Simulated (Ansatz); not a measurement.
`[AlH2][SH]` + `C=CCO` → `C=CC[O][AlH2]` + H₂S  (ligand exchange at the Al–S bond)

Calculated with Ansatz (gas phase, PBE0-D4/def2-TZVP geometries, no zero-point term in ΔE). CCSD(T)/CBS is the MP2 limit (def2-TZVPP, def2-QZVPP) plus CCSD(T) − MP2 in def2-TZVPP, frozen cores. This one scheme is used for every species. Functionals use def2-TZVPP. One conformer a species, not always the lowest.

```json
{"species": "`[AlH2][SH]`", "ωB97M-V energy (Eh)": "-642.42205"}
{"species": "`C=CCO`", "ωB97M-V energy (Eh)": "-193.10978"}
{"species": "`C=CC[O][AlH2]`", "ωB97M-V energy (Eh)": "-436.16452"}
{"species": "H₂S", "ωB97M-V energy (Eh)": "-399.37365"}
```

(1) Work out ΔE.

Largest T1 diagnostic among the species: 0.013.

Results:

(1) ΔE = (-436.16452) + (-399.37365) − (-642.42205) − (-193.10978) = -0.00634 Eh = -16.6 kJ/mol. CCSD(T)/CBS gives -15.5 kJ/mol.

The D4 term adds −3.1 kJ/mol with B3LYP and −2.0 kJ/mol with PBE0; it sums over pairs of atoms, weighted by their polarisabilities, and B3LYP, whose exchange is more repulsive, gets the larger term.

B3LYP here is the variant with VWN-RPA as its local correlation; programs differ in this.
